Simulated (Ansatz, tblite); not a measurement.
Removing an electron: Ti(OH)2Cl2 (TiCl2O2H2). Charge 0, multiplicity 1. Geometry: r2SCAN-D4/def2-SVP. Ansatz, gas phase; energy differences of separate SCF runs; the oxidised species was run as a doublet alone.

```xyz
7

Ti   -0.286   -0.245    0.042
O     1.351    0.171    0.518
H     2.078   -0.139    1.072
O    -0.865    0.971   -1.099
H    -0.440    1.760   -1.463
Cl   -1.568   -0.281    1.836
Cl   -0.270   -2.236   -0.906
```

The xTB rows come from tblite. HOMO above LUMO, or a gap near zero within one spin, warns that the state may not be the lowest or that an electron is smeared out.

| level | −HOMO (eV) | vertical IE (eV) | −LUMO (eV) | HOMO–LUMO gap (eV) | remarks |
| --- | --- | --- | --- | --- | --- |
| GFN1-xTB | 13.06 | 15.60 | 10.01 | 3.05 | – |
| GFN2-xTB | 11.82 | 14.58 | 8.63 | 3.18 | – |
| PBE-D4/def2-TZVP | 7.54 | 10.48 | 3.63 | 3.91 | gap within one spin near zero (+1 doublet) |
| r2SCAN-D4/def2-TZVP | 7.92 | 10.76 | 3.61 | 4.31 | – |
| PBE0-D4/def2-TZVP | 8.94 | 10.98 | 2.74 | 6.20 | – |

Relaxing the oxidised species (r2SCAN-D4/def2-SVP) changes its energy by -0.33 eV at PBE-D4/def2-TZVP, so the adiabatic ionisation energy to this nearest minimum is 10.15 eV. At PBE0-D4/def2-TZVP it is 10.41 eV.    Raw xTB energy differences between charge states are shifted by several eV; the methods need an empirical correction for them.
